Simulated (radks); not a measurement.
Task: Cd2+, 46 electrons, occupied as [Kr] 4d7 5s1 5p2 (not the ground configuration). Calculated with a radial shooting solver on a logarithmic mesh with Libxc functionals: scalar-relativistic Kohn-Sham, PBE, spin-polarised, spherical densities, point nucleus; open shells are filled with parallel spins first (spin-orbit coupling, left out, can overturn this in heavy ions). Some entries of the table are withheld. Estimate them.

orbital,occ.,eigenvalue (eV),<r> (bohr)
1s up,1,-26565.45,0.03040
1s down,1,-26565.34,0.03040
2s up,1,-3978.940,0.1317
2s down,1,-3978.161,0.1316
2p up,3,-3574.266,0.1149
2p down,3,-3573.635,0.1149
3s up,1,-774.1068,0.3583
3s down,1,-773.6521,0.3582
3p up,3,-641.4389,0.3570
3p down,3,-640.9211,0.3569
3d up,5,-434.0395,0.3346
3d down,5,-433.2903,0.3344
4s up,1,-145.0025,0.8681
4s down,1,-141.9845,0.8666
4p up,3,-105.3294,(1)
4p down,3,-102.2221,(2)
4d up,5,-47.4279,1.145
4d down,2,-44.1548,1.140
5s up,1,-29.3492,2.204
5s down,0,-25.8881,2.216
5p up,2,-20.8006,2.577
5p down,0,-17.4621,2.615

Result: 
(1) 4p up <r> (bohr): 0.9385
(2) 4p down <r> (bohr): 0.9365
